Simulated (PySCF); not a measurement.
# AuSF, triplet: computed properties

Computed with UPBE0/[Au def2-TZVP with ECP60, S def2-TZVP, F def2-TZVP], scalar-relativistic core potentials, density fitting, no spin–orbit coupling, PySCF.

The structure is a minimum.

Z-matrix (Å, degrees; charge 0 multiplicity 3):
```
Au
S  1 2.1195
F  1 1.9184 2 180.00
```

```
Point group                                                                   : C∞v
Bond lengths                                                                  : Au–F 1.918 Å, Au–S 2.119 Å
Bond angles                                                                   : F–Au–S 180.0°
Dipole moment                                                                 : 3.77 D
Lowest empty level (β)                                                        : -5.25 eV
Enthalpy at 298.15 K above 0 K                                                : 13.23 kJ/mol
Heat capacity Cp at 298.15 K                                                  : 54.9 J/(mol K)
Entropy at 298.15 K and 1 bar (electronic part: spin only)                    : 288.9 J/(mol K)
Zero-point energy                                                             : 8.1 kJ/mol
Principal polarisabilities                                                    : 32.4, 32.4, 84.2 bohr³
Principal quadrupole moments (Buckingham, traceless) about the centre of mass : -5.71, 2.85, 2.85 D Å
Atomisation energy without zero-point energy                                  : 568 kJ/mol
Rotational symmetry number                                                    : 1
Rotational constants                                                          : 0.08043 cm⁻¹
Highest occupied level (α)                                                    : -8.85 eV
Spin squared ⟨S²⟩                                                             : 2.010
```

Harmonic modes (masses in u: Au 196.967, S 31.972, F 18.998):
| symmetry | ω (cm⁻¹) | IR (km/mol, summed over degenerate members) | μ (u) |
| --- | --- | --- | --- |
| π | 139 | 6.8 | 26.38 |
| σ+ | 463 | 13.6 | 33.42 |
| σ+ | 609 | 98.5 | 21.29 |

In C∞v the vibrations span π + 2σ+.

Charges (e):
| atom | Mulliken | Löwdin | polar tensor | spin (Mulliken) | Mayer order to Au1 |
| --- | --- | --- | --- | --- | --- |
| Au1 | 0.54 | 0.22 | 0.51 | 0.35 | – |
| S2 | -0.05 | 0.20 | 0.18 | 1.56 | 1.50 |
| F3 | -0.49 | -0.43 | -0.69 | 0.10 | 0.66 |

Mulliken populations on Au1 (electrons outside its core potential): s 3.00, p 6.21, d 9.23, f 0.02.

Formally Au is in oxidation state +3, d8, with 2 unpaired electrons (the high-spin count). The Mulliken spin on Au is 0.35, so most of the spin sits on the ligands and the formal count fails. The polar-tensor charge on Au, 0.51, is far below the formal one.

Other isomers or separated fragments may lie lower. Open d and f shells are described by one determinant, and the ground state may have another occupation or spin. Spin–orbit coupling, left out here, can matter for elements this heavy.

The final relaxation and frequency run took of the order of 6 core-minutes on a shared host.
